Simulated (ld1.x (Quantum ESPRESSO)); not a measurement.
Plane-wave convergence, RRKJ potential for N

N, norm-conserving RRKJ (Kleinman–Bylander form), made with ld1.x (Quantum ESPRESSO) 7.5 (PBE, scalar-relativistic). Core [He], reference 2s2 2p1 (charge +2). Waves: 2s (bound): rc 0.80 bohr; 2p (bound): rc 1.65 bohr; 3d channel at -0.12 Ry: rc 1.50 bohr. Local part: all-electron potential smoothed inside 0.70 bohr (lloc = -1). Core correction: none. rho0 = 0.02.

The pseudo-atom Hamiltonian at the reference potential is diagonalised in spherical Bessel functions j_l(qr) that vanish at 20 bohr, with q² up to the cutoff. All-electron valence levels (Ry): 2s -3.6132, 2p -2.7571.

Problem. How do the lowest levels (Ry) of each channel move with the cutoff, and are there ghosts?

Solution.

```tsv
cutoff (Ry)	s #1	p #1	p #2	d #1	d #2	f #1	f #2	Σ f·Δε (mRy)
8	-3.3747	-1.9079	-0.6095	-0.5838	-0.2916	-0.2594	-0.1449	1326.2
15	-3.3903	-2.3800	-0.7067	-0.5929	-0.2950	-0.2595	-0.1450	822.9
30	-3.5091	-2.7237	-0.7710	-0.5965	-0.2964	-0.2595	-0.1450	241.7
45	-3.5750	-2.7565	-0.7770	-0.5967	-0.2965	-0.2595	-0.1450	77.1
70	-3.6046	-2.7571	-0.7771	-0.5967	-0.2965	-0.2595	-0.1450	17.2
100	-3.6099	-2.7571	-0.7771	-0.5967	-0.2965	-0.2595	-0.1450	6.6
160	-3.6124	-2.7571	-0.7771	-0.5967	-0.2965	-0.2595	-0.1450	1.6
230	-3.6132	-2.7571	-0.7771	-0.5967	-0.2965	-0.2595	-0.1450	0.1
400	-3.6132	-2.7571	-0.7771	-0.5967	-0.2965	-0.2595	-0.1450	0.0
```

Result: no extra level below or beside the all-electron valence levels (s, p, d, f tested); 10 mRy is reached at 90 Ry and 1 mRy at 180 Ry.

Its largest configuration-test error is +558 meV.
